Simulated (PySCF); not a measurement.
Molecule: SMILES c1c([SeH])cccc1O (C₆H₆OSe). Atoms near the plane z = 0.0 Å, at the GFN2-xTB optimised geometry (x, y, z in Å): O1 (-1.8, -2.3, 0.0), C2 (-1.2, -1.1, 0.0), C3 (-1.9, 0.1, 0.0), C4 (-1.2, 1.3, 0.0), C5 (0.2, 1.3, 0.0), C6 (0.9, 0.1, 0.0), Se7 (2.8, 0.2, 0.0), C8 (0.2, -1.1, 0.0), H9 (-2.8, -2.1, 0.0), H10 (-3.0, 0.1, 0.0), H11 (-1.7, 2.3, 0.0), H12 (0.7, 2.3, 0.0), H13 (3.0, -1.3, 0.0), H14 (0.7, -2.0, 0.0).

Level of theory: PBE/def2-TZVP (PySCF). Cells within 0.4 Å of a nucleus heavier than hydrogen are left out (blank, or x). The values are rescaled to run from 0 to 1.

```
|00000000000000000000000000000|
|00000000000000000000000000000|
|00000000000000000000000000000|
|00000000010000001000000000000|
|00000001222211122211000000000|
|00000012344322344332100000000|
|00000124555544455543110000000|
|00000134677655677653211110000|
|00000235688766778754333322100|
|00001235678877888754444443210|
|0001234567xx88xx7654555554321|
|0012345567xx88xx8765667765421|
|00234567788777788776789876432|
|00235788xx876678xx778xx976432|
|01245788xx876567xx778xx976432|
|00235677788766788877788865431|
|00124556788x778x8766677765421|
|0012344567xx88xx7655678765320|
|00023456778x878x8654567754310|
|00124577888766788754456543210|
|00124688xx9755678754344432100|
|00023578xx9754566543223221000|
|00013456787643344432111100000|
|00002345666532223221000000000|
|00000123444321111100000000000|
|00000012222210000000000000000|
|00000000111000000000000000000|
|00000000000000000000000000000|
|00000000000000000000000000000|
```
Scale: ten equal steps from 0.000 (start of '0') to 1.00 (end of '9'), in the order '0123456789'; x runs from -5.00 to 5.00, y from -5.00 (bottom) to 5.00 (top).

### Question
Which quantity is mapped?
(A) log10 of the electron density
(B) deformation density (molecule minus spherical neutral atoms)
(C) electrostatic potential
(D) an orbital amplitude

### Answer
A, log10 of the electron density. In full: log10 of the electron density (e/bohr³), floored at −4.
